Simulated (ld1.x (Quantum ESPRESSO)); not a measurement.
In (Z = 49), TM: configuration errors across variants

| Quantity | Value |
| --- | --- |
| Element | indium (In) |
| Generator | ld1.x (Quantum ESPRESSO) 7.5 |
| Type | norm-conserving Troullier–Martins (Kleinman–Bylander form) |
| Functional | PBE |
| Relativity | fully relativistic |
| Frozen core | [Ar] 3d10 |
| Valence charge | 21 |
| Reference configuration | 4s2 4p6 4d10 5s2 5p0 (charge +1) |
| Partial waves | 4s (bound): rc 0.95 bohr; 4p (bound): rc 1.10 bohr; 4d (bound): rc 1.25 bohr |
| Local potential | the d channel |
| Core correction | none |

Open shells are filled in proportion to 2j + 1 (rel_dist='average').

Occupied shells without a wave of their own: 5s. They enter only through the test configuration that unscreens the potential.

All-electron excitation energies from the reference (eV): (1) 4s2 4p6 4d10 5s2 5p1 -5.374; (2) 4s2 4p6 4d10 5s1 5p0 19.235; (3) 4s2 4p6 4d10 5s0 5p0 47.555; (4) 4s2 4p6 4d9 5s0 5p0 103.938; (5) 4s2 4p6 4d9 5s2 5p1 19.734; (6) 4s2 4p5 4d10 5s2 5p1 80.405; (7) 4s2 4p6 4d9 5s2 5p2 12.914.

For the base: The 5s level has no wave, so the channel is fitted at the deeper level alone: the likely source of the large errors.

The file “base” misses its own reference levels by 0.5 eV. The file “all radii scaled by about 0.74 (s 0.70, p 0.82, d 0.92 bohr)” misses its own reference levels by 0.5 eV. The file “all radii scaled by about 0.84 (s 0.80, p 0.92, d 1.06 bohr)” misses its own reference levels by 0.5 eV. The file “all radii scaled by about 0.91 (s 0.86, p 1.00, d 1.14 bohr)” misses its own reference levels by 0.5 eV. The file “all radii scaled by about 0.95 (s 0.90, p 1.04, d 1.20 bohr)” misses its own reference levels by 0.5 eV. The file “all radii scaled by about 1.09 (s 1.04, p 1.20, d 1.36 bohr)” misses its own reference levels by 0.5 eV. The file “all radii scaled by about 1.20 (s 1.14, p 1.32, d 1.50 bohr)” misses its own reference levels by 0.5 eV. The file “all radii scaled by about 1.26 (s 1.20, p 1.38, d 1.58 bohr)” misses its own reference levels by 0.6 eV. The file “all radii scaled by about 1.30 (s 1.24, p 1.44, d 1.62 bohr)” misses its own reference levels by 0.7 eV. The file “all radii scaled by about 1.38 (s 1.32, p 1.52, d 1.72 bohr)” misses its own reference levels by 1.2 eV.

Errors AE − PS in meV (a dash: test not solved or not reliable):

```csv
change,(1),(2),(3),(4),(5),(6),(7),bound ghosts
base,+18,-123,-297,-399,+50,+53,+70,none
"all radii scaled by about 0.74 (s 0.70, p 0.82, d 0.92 bohr)",+22,-311,-741,-1007,+70,+86,+95,not determined
"all radii scaled by about 0.84 (s 0.80, p 0.92, d 1.06 bohr)",+14,-96,-233,-308,+40,+45,+56,not determined
"all radii scaled by about 0.91 (s 0.86, p 1.00, d 1.14 bohr)",+14,-83,-201,-265,+41,+45,+58,not determined
"all radii scaled by about 0.95 (s 0.90, p 1.04, d 1.20 bohr)",+15,-84,-204,-271,+43,+46,+60,not determined
"all radii scaled by about 1.09 (s 1.04, p 1.20, d 1.36 bohr)",+27,-211,-512,-696,+75,+74,+106,none
"all radii scaled by about 1.20 (s 1.14, p 1.32, d 1.50 bohr)",+35,-466,-1133,-1566,+106,+102,+147,none
"all radii scaled by about 1.26 (s 1.20, p 1.38, d 1.58 bohr)",+35,-695,-1693,-2353,+121,+117,+163,none
"all radii scaled by about 1.30 (s 1.24, p 1.44, d 1.62 bohr)",+34,-848,-2071,-2884,+127,+125,+169,none
"all radii scaled by about 1.38 (s 1.32, p 1.52, d 1.72 bohr)",+28,-1497,-3677,-5113,+144,+161,+187,none
```

Question: Give the same row for: all radii scaled by about 1.04 (s 0.98, p 1.14, d 1.30 bohr).

Answer: +22, -145, -352, -475, +62, +63, +87; bound ghosts: none.
